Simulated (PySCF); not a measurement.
Compound: C5H6OS.
Numbering: `[CH3:1][S:2][c:3]1[cH:4][cH:5][o:6][cH:7]1` (hydrogens: H8, H9, H10 on C1; H11 on C4; H12 on C5; H13 on C7)

Structure optimised with GFN2-xTB, isolated species.

(1) Give the optimised bond lengths and angles.

## Answers

(1) 
```json
{"bond": "C1–S2", "length (bohr)": "3.430", "order": "single"}
{"bond": "S2–C3", "length (bohr)": "3.307", "order": "single"}
{"bond": "C3–C4", "length (bohr)": "2.689", "order": "aromatic"}
{"bond": "C4–C5", "length (bohr)": "2.565", "order": "aromatic"}
{"bond": "C5–O6", "length (bohr)": "2.535", "order": "aromatic"}
{"bond": "O6–C7", "length (bohr)": "2.548", "order": "aromatic"}
{"bond": "C3–C7", "length (bohr)": "2.580", "order": "aromatic"}
{"bond": "C1–H8, C1–H9, C1–H10", "length (bohr)": "2.052", "order": "single"}
{"bond": "C4–H11", "length (bohr)": "2.021", "order": "single"}
{"bond": "C5–H12", "length (bohr)": "2.025", "order": "single"}
{"bond": "C7–H13", "length (bohr)": "2.023", "order": "single"}
```

Bonds in one row agree within 0.02 bohr and their mean is given. Orders are formal, as drawn. A selection of angles:
```json
{"angle": "S2–C1–H8", "degrees": "106.3"}
{"angle": "S2–C1–H9", "degrees": "109.6"}
{"angle": "H8–C1–H9", "degrees": "110.1"}
{"angle": "H9–C1–H10", "degrees": "111.0"}
{"angle": "C1–S2–C3", "degrees": "100.9"}
{"angle": "S2–C3–C4", "degrees": "124.4"}
{"angle": "S2–C3–C7", "degrees": "129.7"}
{"angle": "C4–C3–C7", "degrees": "105.9"}
{"angle": "C3–C4–C5", "degrees": "105.7"}
{"angle": "C3–C4–H11", "degrees": "126.2"}
{"angle": "C5–C4–H11", "degrees": "128.1"}
{"angle": "C4–C5–O6", "degrees": "111.0"}
{"angle": "C4–C5–H12", "degrees": "131.7"}
{"angle": "O6–C5–H12", "degrees": "117.4"}
{"angle": "C5–O6–C7", "degrees": "107.2"}
{"angle": "O6–C7–H13", "degrees": "117.1"}
{"angle": "C3–C7–O6", "degrees": "110.2"}
{"angle": "C3–C7–H13", "degrees": "132.7"}
```

Dihedral angles: C1–S2–C3–C4 180° (antiperiplanar).

The 3 C–C bonds span 1.358 Å (C4–C5, aromatic) to 1.423 Å (C3–C4, aromatic), a spread of 0.065 Å. The 5-membered ring C3–C4–C5–O6–C7 has internal angles of 105.7° to 111.0°; it is planar, 0.00 Å rms from its mean plane, widest ring torsion 0°. O6 (furan-type oxygen) is bent (angle 107.2°). The 2 C–S bonds span 1.750 Å (S2–C3, drawn single) to 1.815 Å (C1–S2, drawn single), a spread of 0.065 Å. Of the pairs four or more bonds apart, C1···H13 is among the closest relative to their van der Waals radii: 2.84 Å, 98 % of the sum of Bondi's values. The 7 heavy atoms lie in one plane (0.001 Å rms).

Point group: Cs (tolerance 0.08 Å). No frequency check. One conformer, not necessarily the lowest.

All values are computed, not measured.
